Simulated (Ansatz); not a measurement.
Reaction (cleavage of the Si–Ga bond): `O[SiH2][Ga]1[CH2][S]1` + `N[SiH](O)F` → `O[SiH2]N[SiH](O)F` + `[CH2]1[S][GaH]1`

Computed with Ansatz on PBE0-D4/def2-TZVP structures; ΔE is electronic, products minus reactants. CBS: MP2 limit from def2 TZ/QZ plus the TZ coupled-cluster correction, frozen cores. This one scheme is used for every species. Functionals use def2-TZVPP. For Ga outer-core shells are correlated without core-valence functions, which leaves a few kJ/mol of doubt a bond. Scalar relativity is left out up to krypton. Each species was taken in one conformer, which may not be the lowest.

`O[SiH2][Ga]1[CH2][S]1`:

Cartesian coordinates in Å:
```
O -2.700 -0.178 -0.519
Si -1.409 -1.168 -0.257
Ga 0.594 0.021 0.243
C 1.996 1.360 0.442
S 2.594 -0.299 1.047
H -2.639 0.477 -1.216
H -1.111 -2.027 -1.437
H -1.780 -2.013 0.900
H 2.532 1.721 -0.431
H 1.924 2.106 1.228
```

`N[SiH](O)F`:

Cartesian coordinates in Å:
```
N -0.443 0.411 1.021
Si -0.148 -0.238 -0.522
O 1.378 0.076 -0.996
F -0.427 -1.800 -0.353
H -1.135 -0.001 1.625
H -0.310 1.389 1.215
H -0.986 0.227 -1.642
H 2.072 -0.064 -0.349
```

`O[SiH2]N[SiH](O)F`:

```xyz
12

O     2.342   -0.933    0.473
Si    1.464    0.420    0.784
N    -0.233    0.202    0.550
Si   -1.082   -0.107   -0.889
O    -2.522    0.652   -0.779
F    -1.388   -1.663   -1.106
H     2.094   -1.742    0.923
H     1.608    0.865    2.195
H     2.012    1.411   -0.167
H    -0.797    0.259    1.387
H    -0.260    0.304   -2.043
H    -3.239    0.333   -1.329
```

`[CH2]1[S][GaH]1`:

Cartesian coordinates in Å:
```
C -0.443 -0.691 -0.100
S -1.183 0.986 -0.540
Ga 0.820 0.730 0.239
H -0.322 -1.341 -0.962
H -0.957 -1.178 0.723
H 2.084 1.494 0.641
```

```tsv
level	ΔE (eV)
r2SCAN-D4	-0.45
PBE	-0.30
```

Task: What does CCSD(T)/CBS give? (Estimate.)

Result: Ansatz gave: -0.48 eV. The listed levels differ from it by 0.03, 0.18 eV.

Largest T1 diagnostic among the species: 0.015.

From PBE to PBE0 (25 % exact exchange), in def2-TZVPP and without D4, ΔE moves by −0.09 eV. The D4 term adds −0.04 eV with B3LYP and −0.02 eV with PBE0; it sums over pairs of atoms, weighted by their polarisabilities, and B3LYP, whose exchange is more repulsive, gets the larger term. In def2-TZVPP, CCSD(T) changes the Hartree–Fock value by +0.15 eV (the triples alone add +0.02 eV) and MP2 by +0.11 eV.

B3LYP here is the variant with VWN-RPA as its local correlation; programs differ in this.
